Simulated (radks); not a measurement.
Results of a calculation; reference values are marked as such.
The samarium ion Sm2+ inside a hard spherical wall (all orbitals vanish at R), configuration held at [Xe] 4f6 and not refilled when levels cross. Level of theory: scalar-relativistic Kohn-Sham, PBEsol, spin-unpolarised, spherical densities, point nucleus (a radial shooting solver on a logarithmic mesh with Libxc functionals). Eigenvalues in eV, with the zero of energy where the potential of the charges vanishes at infinity; a dash marks a level that is unbound or too diffuse for the functional's potential to be trusted. A positive occupied level is held by the wall or, in an anion where self-interaction has pushed it up, behind a barrier. The pressure on the wall is -dE/dV.

R (bohr)  E (hartree)  kinetic (hartree)    e(4d)    e(5s)    e(5p)    e(4f)  e(6s, empty)  e(5d, empty)  pressure (GPa)
free      -10422.9121          11141.478  -141.91  -56.681  -36.552  -15.737       -13.608       -13.559               0
20        -10422.9121          11141.478  -141.91  -56.681  -36.552  -15.737       -13.608       -13.559        < 0.0001
15        -10422.9121          11141.478  -141.91  -56.681  -36.552  -15.737       -13.608       -13.559        < 0.0001
12        -10422.9121          11141.478  -141.91  -56.681  -36.552  -15.737       -13.608       -13.559        < 0.0001
10        -10422.9121          11141.478  -141.91  -56.681  -36.551  -15.737       -13.605       -13.559        < 0.0001
6         -10422.9114          11141.486  -141.85  -56.642  -36.516  -15.685       -12.809       -13.377          0.0950
4         -10422.8508          11141.997  -140.39  -55.597  -35.453  -14.311        -3.850       -10.564            21.5
3.5       -10422.7059          11143.033  -138.35  -54.094  -33.780  -12.376         5.317        -7.313            96.5
3         -10422.2012          11146.109  -133.58  -50.419  -29.454   -7.842        24.625        -0.051             462
